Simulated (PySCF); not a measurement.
SMILES [SiH3][NH2+][SiH3] (charge +1) at its CAM-B3LYP/def2-SVP optimised geometry (Å):

```
11

Si     0.6692     0.2038     0.0000
N      0.2085    -0.4875     1.6983
Si    -1.6256    -0.6455     2.1292
H      2.1444     0.2038     0.0000
H      0.0510    -0.7549    -0.9354
H      0.0510     1.5434     0.0000
H      0.6628     0.0913     2.4192
H      0.6477    -1.4136     1.8018
H     -2.1444    -1.5434     1.0798
H     -2.1151     0.7434     2.0425
H     -1.6274    -1.2180     3.4887
```

Level of theory: CAM-B3LYP/def2-TZVP run with PySCF 2.14.0. Cells within 0.4 Å of a nucleus heavier than hydrogen are left out (blank, or x).

Map of the HOMO amplitude (bohr^(-3/2)) on the plane z = 1.5 Å; orbital energy -16.25 eV, overall sign arbitrary:

```
|55555555555555555555555555555|
|55555555555555555555555555555|
|55555555555555555555555555555|
|55555555555555555555555555555|
|55555555555555555555555555555|
|55555555555555555555555555555|
|55555555555555555555555555555|
|55555555555555555555555555555|
|55555666665555555555555555555|
|55556666666555555555666555555|
|55566667766655555556666655555|
|55566678877655545566666665555|
|55566788987665444566666665555|
|55566789998765433456666666555|
|55666789999876412356666666555|
|55666789999888xx0356666665555|
|55566789999988xx0355666665555|
|55566789999888743455666655555|
|55566789998777655555555555555|
|55566789987766655555555555555|
|55566677776666555555555555555|
|55556666666655555555555555555|
|55555666665555555555555555555|
|55555555555555555555555555555|
|55555555555555555555555555555|
|55555555555555555555555555555|
|55555555555555555555555555555|
|55555555555555555555555555555|
|55555555555555555555555555555|
```
Scale: ten equal steps from -0.084 (start of '0') to 0.064 (end of '9'), in the order '0123456789'; x runs from -4.50 to 4.50, y from -4.50 (bottom) to 4.50 (top).
